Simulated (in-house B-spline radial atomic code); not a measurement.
A fraction x of an electron is removed from 3d in Mn2+, starting from [Ar] 3d5 and keeping the highest spin. Level of theory: non-relativistic PBE0, spin-polarised, spherical fractional occupations, point nucleus; calculated with a B-spline radial code for spherical atoms.

Caution: exact exchange at fractional occupations of open shells leaves self-interaction of up to several eV.

| x | E(x) - E(0) (eV) | 3d up level (eV) |
| --- | --- | --- |
| 0 | 0.0000 | -28.448 |
| 0.09 | 2.6223 | -29.828 |
| 0.19 | 5.6828 | -31.386 |
| 0.29 | 8.9002 | -32.967 |
| 0.44 | 14.0259 | -35.383 |
| 0.5 | 16.1783 | -36.364 |
| 0.59 | 19.5178 | -37.851 |
| 0.64 | 21.4312 | -38.684 |
| 0.77 | 26.6023 | -40.878 |
| 0.92 | 32.9265 | -43.453 |
| 1 | 36.4584 | -44.846 |

The exact functional would give a straight line between the two integer points. Deviations E(x) - E(0) - x[E(1) - E(0)], in eV: -0.659 at x = 0.09, -1.244 at x = 0.19, -1.673 at x = 0.29, -2.016 at x = 0.44, -2.051 at x = 0.5, -1.993 at x = 0.59, -1.902 at x = 0.64, -1.471 at x = 0.77, -0.615 at x = 0.92.

The curve lies below the straight line by up to 2.051 eV (at x = 0.5): convex, the delocalisation error, to which spherically averaged exact exchange adds.

(1) How well does Slater's transition state (minus the level at half occupation) give the ionisation energy?

Results:

(1) It gives 36.364 eV against 36.458 eV from the two total energies; NIST lists 33.67 eV, ground level to ground level. The end point has an open shell averaged over its orbitals, so its exact exchange keeps a self-interaction and this is no true integer point.
